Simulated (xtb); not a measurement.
The molecule SiCl, multiplicity 2 (lowest of 2S+1 = 2, 4 at CCSD(T)/def2-TZVPP on PBE0 minima; our sources give no spin for the ground state, which may be another).

The constants come from a fifth-degree fit in 1/R (seven points, main isotopes). In def2 and cc sets the state is the lowest found near the PBE0 minimum, followed along R.

The values were computed with xtb for the GFN methods. Values without a source in brackets are computed. The GFN methods have no spin term and hold the electronic entropy of 300 K.

Energies at GFN1-xTB:

```csv
R (Å),E (hartree)
1.922425,-6.02567594
1.974103,-6.03007293
2.021646,-6.03190940
2.075392,-6.03211095
2.129137,-6.03084669
2.191151,-6.02806797
2.263500,-6.02354326
```

**Question.** With a reduced mass of 15.5423 u, find the minimum, the force constant and the constants.

**Answer.** A fifth-degree polynomial in 1/R puts the minimum at r_e = 2.0543 Å with force constant 248 N/m. Then ω_e = (1/2πc)√(k/μ) = 521 cm⁻¹ and B_e = h/(8π²cμr_e²) = 0.2570 cm⁻¹; the cubic and quartic terms give α_e = 0.0023 and ω_e x_e = 2.8 cm⁻¹.
